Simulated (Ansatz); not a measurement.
Computed with Ansatz on PBE0-D4/def2-TZVP structures; ΔE is electronic, products minus reactants. CCSD(T)/CBS adds triple-zeta CCSD(T) − MP2 to the extrapolated MP2 energy (def2 sets, frozen cores). This one scheme is used for every species. For Se outer-core shells are correlated without core-valence functions, which leaves a few kJ/mol of doubt a bond. Scalar relativity is left out up to krypton. Each species was taken in one conformer, which may not be the lowest.

Consider the formal exchange of groups at a B–Se bond: `C=NB[SeH]` + SiH₄ → `C=NB[SiH3]` + H₂Se.

| species | SCS-MP2/def2-QZVPP energy (Eh) |
| --- | --- |
| `C=NB[SeH]` | -2520.30853 |
| SiH₄ | -291.43864 |
| `C=NB[SiH3]` | -410.12686 |
| H₂Se | -2401.59263 |

Q: Work out ΔE.

A: ΔE = (-410.12686) + (-2401.59263) − (-2520.30853) − (-291.43864) = 0.02768 Eh = +17.4 kcal/mol. CCSD(T)/CBS gives +15.4 kcal/mol.

Largest T1 diagnostic among the species: 0.017.

Leaving LDA and LC-ωPBE aside and taking each functional with its dispersion term where it has one, the values, not all of them listed here, spread over 3.3 kcal/mol, from PBE-D4 to BHLYP-D4. From BLYP to BHLYP (50 % exact exchange), in def2-TZVPP and without D4, ΔE moves by +2.5 kcal/mol.
